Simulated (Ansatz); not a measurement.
`[OH][Hf]([Br])([Br])[Br]`, relaxed with RKS PBE0-D4/def2-TZVP in Ansatz 0.2.0 from a GFN2-xTB geometry. The force threshold is 0.005 eV/Å; the program also tests the step.

The species carries charge 0 and has multiplicity 1. Hf takes the def2 core potential.

Start:

```xyz
6

O    -0.724    1.364    0.063
Hf    0.062   -0.296    0.143
Br    1.602   -0.599    2.040
Br   -1.508   -2.187    0.262
Br    1.321   -0.405   -1.984
H    -0.752    2.123   -0.524
```

(1) How much energy does the relaxation release, and in how many steps? (Best estimate.)

(2) Which bonds change most? (Estimate.)

(3) Give the relaxed structure. (Estimate.)

## Answers

(1) The calculation gave: 17.40 kJ/mol, in 9 steps, 1 of them rejected.

(2) Computed: O1–Hf2 from 1.838 to 1.877 Å; Hf2–Br4 from 2.462 to 2.490 Å; Hf2–Br3 from 2.462 to 2.490 Å; Hf2–Br5 from 2.474 to 2.490 Å.

(3) The calculation gave: 
```xyz
6

O    -0.639    1.353   -0.072
Hf    0.162   -0.342    0.018
Br    1.629   -0.439    2.028
Br   -1.620   -2.074    0.184
Br    1.515   -0.711   -2.039
H    -1.046    2.213   -0.119
```
